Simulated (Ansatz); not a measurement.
Hg₂Cl₄⁺, relaxed as a doublet with UKS PBE0-D4/def2-SVP in Ansatz, starting from the GFN1-xTB geometry. Force threshold 0.02 eV/Å.

In the def2 sets Hg takes a core potential; there is no spin–orbit coupling. Another isomer (doublet) lies 0.39 eV lower at PBE0-D4/def2-TZVP; other spin states weren't run for this one.

Start:

Cartesian coordinates in Å:
```
Hg 0.198 -0.716 -1.652
Hg -0.210 0.766 1.628
Cl -0.452 1.675 3.798
Cl 0.477 -1.783 -3.742
Cl -1.703 -0.070 -0.181
Cl 1.690 0.128 0.150
```

Estimate the energy that the relaxation releases and the steps that it takes.

0.29 eV, in 13 steps; 85 s on 4 threads of Arm Neoverse V1 on a shared host. No frequencies were taken in this run, so the end may be a saddle point.

Does the start keep its bonding and symmetry?

Bonds lost: Hg1–Cl5, Hg2–Cl6 (atoms count from 1). Point group C2v at the start, C2h at the end, both within 0.05 Å.

Predict the relaxed structure.


| atom | x (Å) | y (Å) | z (Å) |
| --- | --- | --- | --- |
| Hg1 | 0.851 | -0.723 | -1.605 |
| Hg2 | -0.851 | 0.722 | 1.605 |
| Cl3 | -0.092 | 1.645 | 3.576 |
| Cl4 | 0.092 | -1.639 | -3.579 |
| Cl5 | -1.789 | -0.178 | -0.316 |
| Cl6 | 1.789 | 0.173 | 0.318 |
Bond lengths (bridged metal pairs left out): 4 × Cl–Hg 2.30 to 2.32 Å.
